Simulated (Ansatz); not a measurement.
C7H9N (`Cc1ccc(C)nc1`), relaxed with RKS PBE0-D4/def2-TZVP in Ansatz from a PBE-D4/def2-SVP geometry. The force threshold is 0.005 eV/Å; the program also tests the step.

Charge 0, multiplicity 1.

Start:

```xyz
17

C    -0.211    1.341   -2.501
C    -0.075    0.627   -1.183
C    -1.066    0.705   -0.183
C    -0.890    0.021    1.022
C     0.281   -0.745    1.219
C     0.507   -1.517    2.495
N     1.233   -0.826    0.272
C     1.050   -0.163   -0.879
H    -1.096    0.982   -3.068
H    -0.342    2.435   -2.359
H     0.683    1.188   -3.138
H    -1.972    1.310   -0.350
H    -1.653    0.076    1.814
H    -0.149   -2.413    2.540
H     1.557   -1.860    2.537
H     0.283   -0.905    3.392
H     1.860   -0.255   -1.628
```

```tsv
step	energy (eV)	largest force (eV/Å)	largest move (Å)
1	-8888.6893	0.624	0.000
2	-8888.7774	0.209	0.034
3	-8888.7842	0.038	0.012
4	-8888.7843	0.021	0.005
5	-8888.7848	0.026	0.049
6 (rejected)	-8888.7756	0.407	0.164
7	-8888.7850	0.029	0.029
8	-8888.7854	0.021	0.023
9 (rejected)	-8888.7822	0.312	0.132
10 (rejected)	-8888.7801	0.278	0.066
11	-8888.7859	0.022	0.033
13	-8888.7868	0.066	0.011
15 (rejected)	-8888.7827	0.319	0.160
17	-8888.7884	0.007	0.040
19	-8888.7889	0.028	0.049
21	-8888.7896	0.069	0.023
23 (rejected)	-8888.7896	0.136	0.051
25	-8888.7910	0.047	0.066
27	-8888.7915	0.073	0.065
29	-8888.7920	0.009	0.015
31	-8888.7921	0.035	0.037
33	-8888.7922	0.001	0.006
35	-8888.7922	0.012	0.020
37	-8888.7923	0.002	0.003
```

End:

```xyz
17

C    -0.212    1.322   -2.480
C    -0.084    0.613   -1.170
C    -1.004    0.783   -0.142
C    -0.835    0.100    1.048
C     0.257   -0.749    1.200
C     0.492   -1.514    2.463
N     1.144   -0.919    0.222
C     0.969   -0.258   -0.914
H    -1.146    1.059   -2.985
H    -0.211    2.408   -2.347
H     0.612    1.066   -3.147
H    -1.851    1.449   -0.273
H    -1.544    0.223    1.859
H     0.510   -2.587    2.257
H     1.465   -1.254    2.887
H    -0.280   -1.313    3.207
H     1.719   -0.428   -1.684
```

Hardware: 2 threads of an AMD EPYC 7R13 on a shared host and a share of an NVIDIA H100 80 GB. Wall time 66 s, peak host memory 0.93 GiB.
